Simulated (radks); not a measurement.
Results of a calculation; reference values are marked as such.
Question: Orbital eigenvalues (eV) of neutral tantalum, [Xe] 4f14 5d3 6s2, of relativity; Dirac values are averaged over j with weights 2j + 1. Spin-unpolarised spherical Kohn-Sham, PBEsol, point nucleus unless stated (finite: rms radius 5.3507 fm), a radial shooting solver on a logarithmic mesh with Libxc functionals. A level marked "c x" has the speed of light scaled by that factor and shares open shells by 2j + 1; other Dirac levels either fill j = l - 1/2 first or share by 2j + 1.

shell  non-rel.
2p      -9722.1
3s      -2304.5
3p      -2107.4
3d      -1739.8
4s      -455.38
4p      -373.63
4d      -224.93
5s      -60.379
5p      -37.312
4f      -32.411
5d      -4.8014
6s      -4.6223

Give the values at the level "Dirac, c x 1.25".

Answer: 
shell  Dirac, c x 1.25  change of magnitude (%)
2p              -10005                    +2.91
3s             -2508.4                    +8.85
3p             -2185.6                    +3.71
3d             -1731.1                    -0.50
4s             -505.09                   +10.92
4p             -391.57                    +4.80
4d             -222.86                    -0.92
5s             -67.699                   +12.12
5p             -38.805                    +4.00
4f             -27.447                   -15.32
5d             -4.0482                   -15.69
6s             -5.1077                   +10.50
